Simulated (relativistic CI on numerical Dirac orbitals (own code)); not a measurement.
One change at a time: Br18+

Base calculation: Dirac-Coulomb-Breit CI, KLI orbitals optimised for each configuration, QED by a radiative potential, unscaled Slater integrals.

Configurations in the expansion (outside the closed core [Ne]): 3s2.3p5, 3s.3p6, 3s2.3p4.3d, 3s.3p5.3d, 3p6.3d, 3s.3p4.3d2, 3s2.3p4.4s, 3s2.3p3.3d.4p, 3p6.4s, 3s2.3p4.4p, 3p6.4p, 3s.3p4.3d.4s, 3s2.3p4.4d, 3s.3p5.4s, 3s2.3p4.4f, 3s.3p5.4p, 3p5.3d.4p, 3s.3p5.4d, 3s.3p5.4f, 3s2.3p4.5s, 3s2.3p4.5p, 3s2.3p4.5d, 3s2.3p3.4s.4p, 3s2.3p4.5f, 3s2.3p4.5g, 3s.3p4.4s2, 3s.3p5.5s, 3s.3p5.5p, 3s2.3p3.3d2, 3s2.3p2.3d3, 3s.3p3.3d3, 3s2.3p2.3d2.4s, 3s2.3p2.3d2.4p, 3s2.3p2.3d2.4d, 3p5.3d2, 3p4.3d3, 3p4.3d2.4s, 3p4.3d2.4p, 3p4.3d2.4d, 3s2.3p3.3d.4s, 3s.3p3.3d2.4s, 3s2.3p2.3d.4s2, 3s2.3p2.3d.4s.4p, 3s2.3p2.3d.4s.4d, 3p5.3d.4s, 3p4.3d.4s2, 3p4.3d.4s.4p, 3p4.3d.4s.4d, 3s2.3p3.4s2, 3s.3p3.3d.4s2, 3s2.3p2.4s2.4p, 3s2.3p2.4s2.4d, 3s2.3p3.4p2, 3s2.3p2.3d.4p2, 3s.3p3.3d.4p2, 3s2.3p2.4s.4p2, 3s2.3p2.4p3, 3s2.3p2.4p2.4d. Double excitations out of closed p, d and f shells are left out; levels of such configurations are missing from the list, as are those of other unlisted configurations, and high levels can miss mixing partners. These lack a partner that the ground configuration has and come out too high: 3s2.3p4.4f, 3s.3p5.4p, 3s.3p5.4d, 3s.3p5.4f, 3s2.3p4.5s.

Variants: (1) non-relativistic limit. Shifts of the energy above 3s2.3p5 2P°_3/2, in cm⁻¹, for the lowest level and the first level of each name with at least 55 % of one term (blank where a level changes its place among those of its configuration and J or its character, or is not in the variant):

| Level | Base | Δ(1) |
| --- | --- | --- |
| 3s2.3p5 2P°_3/2 | 0 | 0 |
| 3s2.3p5 2P°_1/2 | 75709 | -75708 |
| 3s.3p6 2S_1/2 | 535212 | -83399 |
| 3s2.3p4.3d 4D_5/2 | 668131 | -38711 |
| 3s2.3p4.3d 4D_3/2 | 670712 | -41292 |
| 3s2.3p4.3d 4D_7/2 | 674539 | -45119 |
| 3s2.3p4.3d 4D_1/2 | 680680 | -51260 |
| 3s2.3p4.3d 4F_9/2 | 714372 | -28805 |
| 3s2.3p4.3d 2P_1/2 | 735295 | -44957 |
| 3s2.3p4.3d 4P_1/2 | 750711 | -38206 |
| 3s2.3p4.3d 4F_5/2 | 756589 | -71023 |
| 3s2.3p4.3d 2D_5/2 | 800090 |  |
| 3s2.3p4.3d 2G_7/2 | 803630 |  |
| 3s2.3p4.3d 2G_9/2 | 811128 | -85291 |

At this charge energies of transitions that change n are usually good to better than 1 %, and those within a shell (Δn = 0) to a few per cent.

Ionisation energy from the two ground configurations alone: base 760.337 eV. The NIST ASD value (semi-empirical) is 761 eV.

LS names give the leading component of a level, which can be under half, so a name can repeat, a term be missing and a line seem to break the LS rules.
